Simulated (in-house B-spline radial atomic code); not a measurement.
Binding energies in As

NIST's tabulated ground configuration is [Ar] 3d10 4s2 4p3; each binding energy is the energy of the ion with one electron taken from that subshell, relaxed, less that of the parent. Level of theory: Dirac-Kohn-Sham LDA VWN5, spherical fractional occupations, Fermi nucleus of rms radius 4.0968 fm; calculated with an all-electron radial atomic-structure program (B-spline basis). Energies include first-order Breit, QED and recoil terms.

```json
{"subshell": "1s", "X-ray name": "K", "binding energy (eV)": "11875.6", "-ε (eV)": "11694.9", "relaxation (eV)": "-202.3"}
{"subshell": "2s", "X-ray name": "L1", "binding energy (eV)": "1512.7", "-ε (eV)": "1483.7", "relaxation (eV)": "-31.1"}
{"subshell": "2p1/2", "X-ray name": "L2", "binding energy (eV)": "1363.6", "-ε (eV)": "1327.0", "relaxation (eV)": "-38.6"}
{"subshell": "2p3/2", "X-ray name": "L3", "binding energy (eV)": "1326.7", "-ε (eV)": "1290.5", "relaxation (eV)": "-37.5"}
{"subshell": "3s", "X-ray name": "M1", "binding energy (eV)": "200.2", "-ε (eV)": "189.4", "relaxation (eV)": "-11.0"}
{"subshell": "3p1/2", "X-ray name": "M2", "binding energy (eV)": "147.5", "-ε (eV)": "136.8", "relaxation (eV)": "-10.9"}
{"subshell": "3p3/2", "X-ray name": "M3", "binding energy (eV)": "142.4", "-ε (eV)": "131.7", "relaxation (eV)": "-10.8"}
{"subshell": "3d3/2", "X-ray name": "M4", "binding energy (eV)": "51.57", "-ε (eV)": "41.33", "relaxation (eV)": "-10.24"}
{"subshell": "3d5/2", "X-ray name": "M5", "binding energy (eV)": "50.83", "-ε (eV)": "40.60", "relaxation (eV)": "-10.19"}
{"subshell": "4s", "X-ray name": "N1", "binding energy (eV)": "19.47", "-ε (eV)": "14.70", "relaxation (eV)": "-4.79"}
{"subshell": "4p", "X-ray name": "N2,3", "binding energy (eV)": "9.32", "-ε (eV)": "5.34", "relaxation (eV)": "-3.98"}
```

Relaxation = -ε minus the binding energy without Breit, QED and recoil terms. With a density functional, K lines can miss by some tenths of a per cent, more in light atoms. For a density functional the relaxation so defined is negative, because -ε of a Kohn-Sham level is smaller than the binding energy.

Emission lines follow as differences of binding energies, with λ = 12398.42 eV·Å / E:

```csv
line,holes,energy (eV),wavelength (Å)
K-L3,1s → 2p3/2,10548.9,1.1753
K-L2,1s → 2p1/2,10512.0,1.1795
K-M3,1s → 3p3/2,11733.2,1.0567
L3-M5,2p3/2 → 3d5/2,1275.9,9.7176
L2-M4,2p1/2 → 3d3/2,1312.0,9.4498
L1-M3,2s → 3p3/2,1370.3,9.048
L3-M1,2p3/2 → 3s,1126.5,11.006
```

**Question.** What screening constant σ does Moseley's law, E = (3/4)·13.6057 eV·(Z - σ)², need for K-L3?

**Answer.** σ = 0.85.

**Question.** What does it cost to remove both a 2p3/2 and a 4p electron?

**Answer.** 1347.2 eV, which is 11.12 eV more than the two single binding energies together.

**Question.** What does it cost to remove both a 2p1/2 and a 3d5/2 electron?

**Answer.** 1441.2 eV, which is 26.74 eV more than the two single binding energies together.

**Question.** What does it cost to remove both a 3p3/2 and a 4p electron?

**Answer.** 162.71 eV, which is 10.99 eV more than the two single binding energies together.
